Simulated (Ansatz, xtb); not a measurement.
Ge2H8OSi: which of two isomers lies lower

Structure X: `O[SiH]([GeH3])[GeH3]`, a singlet. Structure Y: `[OH][Ge@@H]([SiH3])[GeH3]`, a singlet. Both are isolated molecules in the gas phase, relaxed with r2SCAN-D4/def2-SVP; the shapes shown needn't be the lowest conformers.

X (Å):

```xyz
12

Ge    0.9371   -1.2087    0.4646
Ge   -2.8843   -2.0995    0.2452
O    -1.4811    0.4903   -1.1652
Si   -1.2820   -0.3490    0.2764
H    -0.8618    1.2136   -1.3240
H    -1.5313    0.5303    1.4690
H     1.1626   -1.8907    1.8250
H     1.9745   -0.0773    0.3273
H     1.2255   -2.2369   -0.6420
H    -4.3120   -1.5506    0.0978
H    -2.6081   -3.0637   -0.9187
H    -2.8043   -2.8975    1.5579
```

Y (Å):

```tsv
atom	x (Å)	y (Å)	z (Å)
Ge	-0.7129	-0.3062	0.1370
Ge	0.2820	-2.2605	-0.9112
O	-1.5014	0.7054	-1.1294
Si	-2.3028	-0.8918	1.8267
H	-2.2068	0.2207	-1.5786
H	0.3767	0.6306	0.6847
H	-1.6506	-1.7387	2.8728
H	-2.8811	0.3269	2.4687
H	-3.4111	-1.6781	1.2011
H	-0.8142	-3.0746	-1.6211
H	1.3296	-1.8504	-1.9574
H	0.9514	-3.1707	0.1322
```

Quicker runs give these differences E(Y) − E(X): GFN2-xTB +22.9 kJ/mol; HF/STO-3G +10.6 kJ/mol (at GFN2-xTB geometries); r2SCAN-D4/def2-SVP//GFN2-xTB +32.1 kJ/mol.

Problem. Estimate E(Y) − E(X) at the level CCSD(T)/def2-SVP + ΔMP2/def2-TZVPP.

Solution. Calculated at CCSD(T)/def2-SVP + ΔMP2/def2-TZVPP: E(Y) − E(X) = +42.4 kJ/mol, so structure X lies lower.

The same difference at several levels:

```json
{"level": "GFN2-xTB", "geometry": "GFN2-xTB", "E(Y) − E(X) (kJ/mol)": "+22.9", "departure from the last row (kJ/mol)": "−19.5", "job, with rough time for the two": "optimisation, 0.5 s"}
{"level": "HF/STO-3G", "geometry": "GFN2-xTB", "E(Y) − E(X) (kJ/mol)": "+10.6", "departure from the last row (kJ/mol)": "−31.8", "job, with rough time for the two": "single point, 2 s"}
{"level": "r2SCAN-D4/def2-SVP//GFN2-xTB", "geometry": "GFN2-xTB", "E(Y) − E(X) (kJ/mol)": "+32.1", "departure from the last row (kJ/mol)": "−10.3", "job, with rough time for the two": "single point, 8.7 s"}
{"level": "r2SCAN-D4/def2-SVP", "geometry": "r2SCAN-D4/def2-SVP", "E(Y) − E(X) (kJ/mol)": "+40.7", "departure from the last row (kJ/mol)": "−1.7", "job, with rough time for the two": "optimisation, 2 min"}
{"level": "HF/def2-SVP", "geometry": "r2SCAN-D4/def2-SVP", "E(Y) − E(X) (kJ/mol)": "+40.9", "departure from the last row (kJ/mol)": "−1.5", "job, with rough time for the two": "part of the CCSD(T) run"}
{"level": "MP2/def2-SVP", "geometry": "r2SCAN-D4/def2-SVP", "E(Y) − E(X) (kJ/mol)": "+36.7", "departure from the last row (kJ/mol)": "−5.7", "job, with rough time for the two": "part of the CCSD(T) run"}
{"level": "CCSD(T)/def2-SVP", "geometry": "r2SCAN-D4/def2-SVP", "E(Y) − E(X) (kJ/mol)": "+36.0", "departure from the last row (kJ/mol)": "−6.4", "job, with rough time for the two": "single point"}
{"level": "CCSD(T)/def2-SVP + ΔMP2/def2-TZVPP", "geometry": "r2SCAN-D4/def2-SVP", "E(Y) − E(X) (kJ/mol)": "+42.4", "departure from the last row (kJ/mol)": "", "job, with rough time for the two": "single point, 2.4 min"}
```

As drawn, Y has 1 Ge–O, 1 Ge–Ge, 2 Si–H in place of 1 O–Si, 1 Ge–Si, 2 Ge–H.

None of the levels shown reverses the order. The largest departure from CCSD(T)/def2-SVP + ΔMP2/def2-TZVPP is that of HF/STO-3G, 31.8 kJ/mol. The last row adds to CCSD(T) the change of the MP2 difference between the two basis sets, here +6.4 kJ/mol.

With thermal terms from frequencies at re-optimised GFN2-xTB minima (ideal gas, soft modes damped towards free rotors, one conformer each, 298.15 K, 1 atm): on the last row, ΔE + ΔZPE = +38.3, ΔH = +39.8, ΔG = +38.0 kJ/mol.

The correlated steps freeze 24 core orbitals; the filled d shell of Ge is correlated, in a basis made for valence electrons. Mirror images aren't counted in ΔG. Run with Ansatz 0.2.0, xtb 6.7.1; the last row on 2 threads of Intel(R) Xeon(R) Processor @ 2.50GHz (Skylake/Cascade Lake) on a shared host.
